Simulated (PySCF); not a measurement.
B3H2O3, charge +1, multiplicity 1.

```xyz
8

B      0.0000     0.0000    -1.1537
O      0.0000     1.2249    -0.8142
B      0.0000     1.2356     0.6574
O      0.0000     0.0000     1.2236
B      0.0000    -1.2356     0.6574
O      0.0000    -1.2249    -0.8142
H      0.0000     2.2842     1.2165
H      0.0000    -2.2842     1.2165
```
Charge +1, spin multiplicity 1.

Coordinates come from a PBE0-D3(BJ)/def2-SVP optimisation. The multiplicity is an assumed one; other spin states were not compared. The isomer is the one that the SMILES or the coordinates give; other isomers of the formula were not compared.

Method: HF/pcSseg-1 (PySCF). Non-relativistic, no solvent.

Computed absolute GIAO shielding of each atom: isotropic value and principal components (ppm):
| atom | σ(iso) | σ11 | σ22 | σ33 | span |
|---|---|---|---|---|---|
| B1 | 84.5 | 23.7 | 36.0 | 193.8 | 170.1 |
| O2 | 177.8 | 135.7 | 186.2 | 211.6 | 75.9 |
| B3 | 83.1 | 48.6 | 93.3 | 107.5 | 58.8 |
| O4 | 154.6 | -6.2 | 162.4 | 307.7 | 313.9 |
| B5 | 83.1 | 48.6 | 93.3 | 107.5 | 58.8 |
| O6 | 177.8 | 135.7 | 186.2 | 211.6 | 75.9 |
| H7 | 26.3 | 22.8 | 24.6 | 31.3 | 8.4 |
| H8 | 26.3 | 22.8 | 24.6 | 31.3 | 8.4 |
